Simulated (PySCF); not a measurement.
BOCl, SMILES O=BCl. Atoms are numbered in the order given.

```xyz
3

B      0.0000     0.0000    -0.6295
O      0.0000     0.0000    -1.8385
Cl     0.0000     0.0000     1.0503
```

Geometry optimised at r2SCAN-D4/def2-TZVP.

Two levels are set side by side: PBE/pcSseg-2 (PySCF) and PBE0/pcSseg-2 (PySCF). GIAO shifts against BF3 (¹¹B), H2O (¹⁷O), HCl (³⁵Cl) at the same level; non-relativistic, no solvent, atoms listed together averaged. Without spin–orbit terms, shifts of atoms bonded to Cl or Br come out too high at both levels. Differences are taken from unrounded values.

```
quantity               PBE0    PBE  PBE minus PBE0
--------------------  -----  -----  --------------
δ(¹¹B) of B1 (ppm)      4.6    0.5            -4.1
δ(¹⁷O) of O2 (ppm)    236.3  243.3             7.0
δ(³⁵Cl) of Cl3 (ppm)  -49.7  -43.6             6.2
```

Rough cost on one machine, each run with all the roots and properties that it gave: PBE0 against PBE within a factor of 2.
